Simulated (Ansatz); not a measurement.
`[SiH3]BS[SiH3]` + `C[SiH2]O` → `C[SiH2]OB[SiH3]` + `[SiH3]S`  (ligand exchange at a B–S bond)

Program: Ansatz. Geometries: PBE0-D4/def2-TZVP. ΔE: electronic, gas phase. CCSD(T)/CBS is the MP2 limit (def2-TZVPP, def2-QZVPP) plus CCSD(T) − MP2 in def2-TZVPP, frozen cores. This one scheme is used for every species. Functionals use def2-TZVPP. HSE06 is defined as in plane-wave codes. One conformer a species, not always the lowest.

`[SiH3]BS[SiH3]`:

Z-matrix (Å, degrees):
```
Si
B 1 2.010
H 1 1.491 2 109.7
H 1 1.491 2 109.6 3 117.7
H 1 1.488 2 112.9 3 -121.1
S 2 1.774 1 119.7 3 121.5
H 2 1.198 1 120.9 3 -58.5
Si 6 2.159 2 99.8 1 -180.0
H 8 1.484 6 107.4 2 179.9
H 8 1.482 6 109.5 2 60.4
H 8 1.482 6 109.5 2 -60.5
```

`C[SiH2]O`:

Z-matrix (Å, degrees):
```
C
Si 1 1.863
H 1 1.093 2 111.0
H 1 1.094 2 110.2 3 119.8
H 1 1.093 2 111.5 3 -120.7
O 2 1.652 1 112.6 3 57.7
H 2 1.492 1 108.9 3 -179.5
H 2 1.483 1 110.6 3 -59.4
H 6 0.957 2 117.7 1 68.6
```

`C[SiH2]OB[SiH3]`:

```xyz
14

C    -0.762    1.797    1.526
Si    0.741    0.708    1.458
O     0.705   -0.344    0.165
B    -0.169   -0.580   -0.829
Si    0.213   -2.003   -2.227
H    -1.678    1.212    1.631
H    -0.852    2.414    0.629
H    -0.685    2.464    2.390
H     0.847   -0.134    2.675
H     1.978    1.512    1.304
H    -1.190    0.067   -0.884
H     1.506   -2.713   -2.024
H    -0.883   -3.016   -2.228
H     0.226   -1.385   -3.586
```

`[SiH3]S`:

Cartesian coordinates in Å:
```
Si -0.448 -0.072 -0.270
S 0.779 0.269 1.446
H -0.303 1.016 -1.271
H -1.834 -0.096 0.254
H -0.129 -1.367 -0.921
H 1.935 0.251 0.762
```

**Question.** Is it downhill or uphill in electronic energy at CCSD(T)/CBS, and by how much? (Best estimate.)

**Answer.** Computed: Downhill: ΔE = -8.3 kcal/mol.

**Question.** What do these levels give: BLYP-D4, BHLYP-D4, ωB97M-V, B2PLYP, revPBE, BLYP, PBE0, HSE06, RPA@PBE/def2-TZVPP, CCSD(T)/def2-SVP, SCS-MP2/def2-QZVPP, HF/CBS(def2)? (An estimate is asked.)

**Answer.** The calculation gave: BLYP-D4 -9.5, BHLYP-D4 -10.8, ωB97M-V -9.6, B2PLYP -9.6, revPBE -6.9, BLYP -10.2, PBE0 -7.7, HSE06 -7.6, RPA@PBE/def2-TZVPP -9.6, CCSD(T)/def2-SVP -11.6, SCS-MP2/def2-QZVPP -8.9, HF/CBS(def2) -13.7 kcal/mol.

Largest T1 diagnostic among the species: 0.015.

Leaving LDA and LC-ωPBE aside and taking each functional with its dispersion term where it has one, the values, not all of them listed here, spread over 4.9 kcal/mol, from CAM-B3LYP-D4 to revPBE-D4. At CCSD(T), def2-SVP lies −3.3 kcal/mol from the extrapolated value and def2-TZVPP −0.6 kcal/mol. In def2-TZVPP, CCSD(T) changes the Hartree–Fock value by +4.4 kcal/mol (the triples alone add +0.9 kcal/mol) and MP2 by +5.8 kcal/mol.
